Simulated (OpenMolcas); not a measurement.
## OpenMolcas run: Cd

Input:

```
&GATEWAY
Coord
1

Cd 0.0 0.0 0.0
Basis=ANO-RCC-VTZP
Group=XYZ
NoMove
AngMom=0.0 0.0 0.0
AMFI
&SEWARD
&RASSCF
FileOrb=start.orb
Symmetry=1
Spin=3
nActEl=2 0 0
Inactive=14 9
Ras2=1 3
CIRoot=3 3 1
SDav=3
CIMx=300
Iter=120 100
PrWF=0.3
OrbListing=Nothing
MaxOrb=0
Atom
>>> COPY $Project.JobIph JOB001
&RASSCF
FileOrb=start.orb
Symmetry=1
Spin=1
nActEl=2 0 0
Inactive=14 9
Ras2=1 3
CIRoot=1 1 1
SDav=7
CIMx=300
Iter=120 100
PrWF=0.3
OrbListing=Nothing
MaxOrb=0
Atom
>>> COPY $Project.JobIph JOB002
&RASSCF
FileOrb=start.orb
Symmetry=2
Spin=3
nActEl=2 0 0
Inactive=14 9
Ras2=1 3
CIRoot=3 3 1
SDav=3
CIMx=300
Iter=120 100
PrWF=0.3
OrbListing=Nothing
MaxOrb=0
Atom
>>> COPY $Project.JobIph JOB003
&RASSCF
FileOrb=start.orb
Symmetry=2
Spin=1
nActEl=2 0 0
Inactive=14 9
Ras2=1 3
CIRoot=3 3 1
SDav=3
CIMx=300
Iter=120 100
PrWF=0.3
OrbListing=Nothing
MaxOrb=0
Atom
>>> COPY $Project.JobIph JOB004
&RASSI
NrOfJobIphs=4 3 1 3 3
1 2 3
1
1 2 3
1 2 3
IphNames
JOB001
JOB002
JOB003
JOB004
EJob
SpinOrbit
DIPRint=1.0
SOCoupling=1000.0
Subsets=2
MEES
Property=10
'ANGMOM' 1 'ANGMOM' 2 'ANGMOM' 3 'MLTPL  1' 1 'MLTPL  1' 2 'MLTPL  1' 3
'AMFI' 1 'AMFI' 2 'AMFI' 3 'MLTPL  2' 6
SOProperty=3
'ANGMOM' 1 'ANGMOM' 2 'ANGMOM' 3
```

A driver script runs the steps one by one and writes start.orb anew before each from the orbitals found so far.

Output, cut to the results:

```
--- SEWARD ---
Basis set label: CD.ANO-RCC...7S6P4D2F1G.

      Electronic valence basis set:
      ------------------
      Associated Effective Charge  48.000000 au
      Associated Actual Charge     48.000000 au
      Nuclear Model: Point charge

      Shell  nPrim  nBasis  Cartesian Spherical Contaminant
         s      21       7        X
         p      19       6        X
         d      13       4                 X
         f       6       2                 X
         g       4       1                 X
                  Relativistic Douglas-Kroll-Hess integrals:
                    - DKH order of Hamiltonian: 2
                    - DKH order of Properties : 0
                  Atomic mean-field integrals
--- RASSCF ---
Wave function specifications:
      -----------------------------

      Number of closed shell electrons          46
      Number of electrons in active shells       2
      Max number of holes in RAS1 space          0
      Max nr of electrons in RAS3 space          0
      Number of inactive orbitals               23
      Number of active orbitals                  4
      Number of secondary orbitals              41
      Spin quantum number                      1.0
      State symmetry                             1
Orbital specifications:
      -----------------------

      Symmetry species                           1   2
                                                ag  au
      Frozen orbitals                            0   0
      Inactive orbitals                         14   9
      Active orbitals                            1   3
      RAS1 orbitals                              0   0
      RAS2 orbitals                              1   3
      RAS3 orbitals                              0   0
      Secondary orbitals                        21  20
      Deleted orbitals                           0   0
      Number of basis functions                 36  32
      Number of CSFs                             3
      Number of root(s) required                 3
      Iter CI   SX   CI       RASSCF       Energy    max ROT     max BLB   max BLB  Level Ln srch  Step   QN
          iter iter root      energy       change     param      element    value   shift minimum  type update
 Nr of preliminary CI iterations:   1
 ###############################################################################
 ###############################################################################
 ###                                                                         ###
 ###                                                                         ###
 ###    WARNING: Problems in orbital optimization.                           ###
 ###                                                                         ###
 ###                                                                         ###
 ###############################################################################
 ###############################################################################
  Warning: In symmetry  1, orbital p=  15 has diagonal density matrix element D(p,p) close to zero. D(p,p)=  0.000000E+00
      Total energies have been shifted. Add                -5000.00 au
        ...
 ###############################################################################
 ###############################################################################
  Warning: In symmetry  1, orbital p=  15 has diagonal density matrix element D(p,p) close to zero. D(p,p)=  0.000000E+00
        4   1    1    0  -589.99594286   -9.09E-13   0.00E+00   12  21 1 -5.22E-08   0.50   0.00    SX    NO
      Convergence after  4 iterations
        5   1    1    0  -589.99594286    0.00E+00   0.00E+00   12  21 1 -5.22E-08   0.50   0.00    SX    NO
      Natural orbitals and occupation numbers for root  1
      sym 1:   0.000000
      sym 2:   1.000000   1.000000  -0.000000
      Natural orbitals and occupation numbers for root  2
      sym 1:   0.000000
      sym 2:  -0.000000   1.000000   1.000000
      Natural orbitals and occupation numbers for root  3
      sym 1:   0.000000
      sym 2:   1.000000   0.000000   1.000000
::    RASSCF root number  1 Total energy:  -5589.99594286
::    RASSCF root number  2 Total energy:  -5589.99594286
::    RASSCF root number  3 Total energy:  -5589.99594286
--- RASSCF ---
Wave function specifications:
      -----------------------------

      Number of closed shell electrons          46
...
--- RASSI ---
SPIN-FREE ENERGIES:
  (Shifted by EMIN (a.u.) =      -5590.3110071901)

 SF State       Relative EMIN(au)   Rel lowest level(eV)    D:o, cm**(-1)      L_eff

     4             0.0000000000        0.0000000000              0.0000         0.0
     5             0.1231814980        3.3519393195          27035.2139         1.0
     6             0.1231814980        3.3519393195          27035.2139         1.0
     7             0.1231814980        3.3519393195          27035.2139         1.0
     8             0.2105368290        5.7289989741          46207.4929         1.0
     9             0.2105368290        5.7289989741          46207.4929         1.0
    10             0.2105368290        5.7289989741          46207.4929         1.0
     2             0.3150643300        8.5733371747          69148.6277         1.0
     3             0.3150643300        8.5733371747          69148.6277         1.0
     1             0.3150643300        8.5733371747          69148.6277         1.0
     Dipole printing threshold changed to   1.00000000E+00

++ Dipole transition strengths (spin-free states):
   -----------------------------------------------
     for osc. strength at least  1.00000000E+00

  ( Max oscillator strength is only   0.69217526764600723      )
--
Eigenvalues of complex Hamiltonian:
   -----------------------------------
  (Shifted by EMIN (a.u.) =      -5590.3110071901)

 SO State       Relative EMIN(au)   Rel lowest level(eV)    D:o, cm**(-1)     J-value

     1            -0.0000107354        0.0000000000              0.0000         0.0
     2             0.1188742526        3.2350253280          26092.2389        -0.0
     3             0.1209756169        3.2922063619          26553.4351         0.6
     4             0.1209756169        3.2922063619          26553.4351         1.0
     5             0.1209756169        3.2922063620          26553.4351         0.6
...
```

The J values that RASSI prints are effective ones from its own formula and need not be integers or half-integers; the table below assigns J from the states.

Levels above the lowest, from the spin-orbit matrix, grouped by J:

```
Configuration  Term  J  E (cm-1)  Measured (cm-1)      g  Term weight %
          5s2    1S  0       0.0              0.0                   100
        5s 5p   3P*  0     26092            30114                   100
        5s 5p   3P*  1     26553            30656  1.501            100
        5s 5p   3P*  2     27510            31827  1.501            100
        5s 5p   1P*  1     46221            43692  1.000            100
```

Against the 4 measured excited levels shown (NIST Handbook of Basic Atomic Spectroscopic Data) the mean absolute deviation is 3700 cm-1; the largest miss in energy is 5s 5p 3P* 2: computed 27510, measured 31827 cm-1 (-13.6 %).

Without dynamic correlation excited terms often stand tens of per cent too high (terms of higher spin than the ground term too low), and those without a measured partner can miss by more than the paired ones. Measured partners are found by configuration, term and J. A level has none where our copy of the source lacks it or the pairing is in doubt (some pairs that miss far off the trend of their configuration count as doubtful), and it then counts in no deviation. Levels of configurations outside the active space are missing. The first state left out of the spin-orbit step lies near 73000 cm-1 above the lowest spin-free state of the reference (among the parities and spins computed), and the list stops at four fifths of that energy or lower.

The term weight is that of the spin-free term in the level, not the purity of its configuration. * marks odd parity.
